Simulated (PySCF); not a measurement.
# Optical rotation: SMILES CC[Si@H]1C[SiH2][C@H]1C, C5H14Si2

Geometry:
| atom | x (Å) | y (Å) | z (Å) |
| --- | --- | --- | --- |
| C1 | 2.931 | -0.039 | -0.496 |
| C2 | 1.471 | -0.070 | -0.931 |
| Si3 | 0.318 | -0.678 | 0.453 |
| C4 | -0.024 | 0.633 | 1.815 |
| Si5 | -1.861 | 0.808 | 1.294 |
| C6 | -1.561 | -0.602 | 0.019 |
| C7 | -1.947 | -0.322 | -1.428 |
| H8 | 3.572 | 0.324 | -1.299 |
| H9 | 3.266 | -1.035 | -0.216 |
| H10 | 3.061 | 0.614 | 0.364 |
| H11 | 1.373 | -0.713 | -1.805 |
| H12 | 1.171 | 0.930 | -1.247 |
| H13 | 0.783 | -1.984 | 0.948 |
| H14 | 0.109 | 0.263 | 2.828 |
| H15 | 0.562 | 1.545 | 1.742 |
| H16 | -2.187 | 2.098 | 0.679 |
| H17 | -2.843 | 0.513 | 2.341 |
| H18 | -2.063 | -1.521 | 0.327 |
| H19 | -1.474 | 0.590 | -1.785 |
| H20 | -3.026 | -0.200 | -1.525 |
| H21 | -1.639 | -1.138 | -2.080 |

Method: PySCF 2.14.0, TDDFT CAM-B3LYP/def2-SVPD circular dichroism and optical rotation, one conformer, gas phase. Geometry: GFN2-xTB.

The molecule is flexible and this is one conformer; a measurement averages over conformers.

Stereocentres: Si3 S, C6 R.

(1) What is the specific rotation at 633, 589.3, 546, 436, 405, 365, 355 nm?

(2) And for the mirror image at 589.3 nm?

(3) What is the molar rotation [Φ] = [α]·M/100 of the geometry above at 589.3 nm?

Answers

(1) [α] in deg dm⁻¹ (g/mL)⁻¹:
| λ (nm) | origin-invariant length gauge | modified velocity gauge | length gauge (centre of mass) | isotropic polarisability (au) |
| --- | --- | --- | --- | --- |
| 633 | +110.3 | +115.2 | +110.4 | 112.8 |
| 589.3 | +128.7 | +134.4 | +128.8 | 113.3 |
| 546 | +151.9 | +158.7 | +152.0 | 113.9 |
| 436 | +251.0 | +262.5 | +251.2 | 116.2 |
| 405 | +297.2 | +311.0 | +297.4 | 117.3 |
| 365 | +378.2 | +396.3 | +378.4 | 119.1 |
| 355 | +403.4 | +423.0 | +403.7 | 119.7 |

(2) -128.7 deg dm⁻¹ (g/mL)⁻¹ (origin-invariant length gauge): the same size and the opposite sign.

(3) With M = 130.34 g/mol, +167.7 deg cm² dmol⁻¹ (origin-invariant length gauge).

The first excitation lies at 6.30 eV (197 nm) with R = -29.0 × 10⁻⁴⁰ esu² cm² (velocity form).
